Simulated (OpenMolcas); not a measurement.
## Mo4+: ligand-field states by method

Mo4+ with 6 ligands (chloride) in octahedral coordination (Oh) at 2.25 Å. A charge of +0.333 e stands 2.6 Å behind each ligand. Ligand basis ANO-RCC-VDZP.
```
Mo    0.0000    0.0000    0.0000
Cl    2.2500    0.0000    0.0000
Cl    0.0000    2.2500    0.0000
Cl   -2.2500    0.0000    0.0000
Cl    0.0000   -2.2500    0.0000
Cl    0.0000    0.0000    2.2500
Cl    0.0000    0.0000   -2.2500
```

```
Program             : OpenMolcas 26.06
Basis               : ANO-RCC-VTZP [7s6p4d2f1g]
Scalar Hamiltonian  : DKH2, point nucleus
Active space        : 2 electrons in 5 orbitals (4d)
State averaging     : 2S+1 = 3 even, 10 roots; 2S+1 = 1 even, 15 roots
Spin-orbit coupling : state interaction with AMFI integrals over the reference wave functions
```

I. CASSCF
II. SS-CASPT2, IPEA 0.25 Eh, imaginary shift 0.1 Eh (closed shells correlated: 4s 4p and the ligand valence shells)

Spin-free states (labels of O, the rotations of Oh) in cm-1, each column counted from its own energy of the first state listed:

```csv
State,Degeneracy,I,II
3T1,3,0,0
1T2,3,8796,5360
1E,2,9186,5810
1A1,1,20558,14190
3T2,3,27860,29640
3T1,3,35142,34790
```

From I to II, I's first state of the same spin (3T2) moves from 27860 to 29640 cm-1, by about +1800 cm-1.

From I to II, I's first state of another spin (1T2) moves from 8796 to 5360 cm-1, by about -3400 cm-1.

I: A least-squares ligand-field fit to the states below 45000 cm-1, each weighted by its degeneracy and with a free common offset, gives 10Dq = 28256 cm-1, B = 611 cm-1 and C = 2219 cm-1 (C/B = 3.63), with an rms deviation of 408 cm-1. The same method and metal basis give the free ion B = 861 cm-1 (fit to its terms below 60000 cm-1, rms deviation 23 cm-1), so the nephelauxetic ratio is β = 611 / 861 = 0.71; it hangs on how both fits weigh the states, and computed free-ion B values tend to be too large, so β mixes covalency with correlation.

χT at 300 K: I 0.44, II 0.43 cm3 K/mol.

Roots that are degenerate in the reference are averaged as groups; the widest CASPT2 spread within a group is 680 cm-1 (the 3-fold group of multiplicity 1 near 34000 cm-1 above the lowest state of its run, II). Shifts and gaps below about the spread of the groups concerned are not significant. Over all roots computed the reference weight is 0.63 to 0.64 in II; a low but even weight reflects the number of correlated electrons. An orbital triplet at a regular site is open to Jahn-Teller coupling, which can distort the site and quench the lowest spin-orbit gaps and is left out. The least metal-like active orbital is 66 % on the metal (Löwdin) and no ligand orbital is active, so the numbers are rough. Ligand-to-metal charge-transfer states are missing. With no ligand orbital active B as a rule stays too high, so bands that hang on it stand too high and its fall with covalency is understated. Without dynamic correlation the repulsion within the d shell is too large (B by tens of per cent), so at a given field states of lower spin stand too high (holds for I). With metal d orbitals alone the field can be off either way by tens of per cent (holds for I). With one d shell and no ligand orbital active, 10Dq can be off by a tenth or more (holds for II). The distance lies 7 % under the 2.41 Å that this model takes as the normal distance (a Shannon-type radius plus a fixed donor radius); by an R⁻⁵ law this alone changes a d-shell field by about +41 %. No measured value stands beside these numbers; the geometry was imposed, not optimised, and the real ion may take another.
